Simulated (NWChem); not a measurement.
CH6CuNO; SMILES C[O][Cu]<-[NH3]

```xyz
10

Cu     0.0295    -0.3382    -0.0032
O      0.4779     1.3365    -0.0067
C     -0.4145     2.4126     0.0004
H     -1.0638     2.4414     0.8951
H      0.1507     3.3600    -0.0071
H     -1.0820     2.4383    -0.8810
N     -0.2016    -2.1889    -0.0003
H      0.1070    -2.6245    -0.8745
H     -1.1782    -2.4683     0.1275
H      0.3249    -2.6438     0.7516
```
Atoms are numbered in this order, from 1.

All runs: NWChem. Pople sets run with spherical d functions. Geometry: optimised at B3LYP/6-31G* (spherical d). B3LYP is NWChem's, with the RPA form of VWN correlation. Vzz is the largest principal value of the second derivative of the potential at the nucleus (NWChem prints the opposite sign); η is the asymmetry. Non-relativistic.

```json
[
 {"level": "B3LYP/def2-TZVP", "Vzz Cu1 (a.u.)": "-0.744", "η Cu1": "0.49", "Vzz O2 (a.u.)": "1.723", "η O2": "0.44", "Vzz N7 (a.u.)": "-0.628", "η N7": "0.00"},
 {"level": "B3LYP/def2-SVP", "Vzz Cu1 (a.u.)": "?", "η Cu1": "?", "Vzz O2 (a.u.)": "1.713", "η O2": "0.44", "Vzz N7 (a.u.)": "?", "η N7": "0.00"},
 {"level": "PBE0/6-31G*", "Vzz Cu1 (a.u.)": "0.960", "η Cu1": "0.32", "Vzz O2 (a.u.)": "1.611", "η O2": "0.39", "Vzz N7 (a.u.)": "-0.597", "η N7": "0.00"}
]
```

Complete the blanks.


- B3LYP/def2-SVP, Vzz Cu1 (a.u.): 0.205
- B3LYP/def2-SVP, η Cu1: 0.01
- B3LYP/def2-SVP, Vzz N7 (a.u.): -0.649
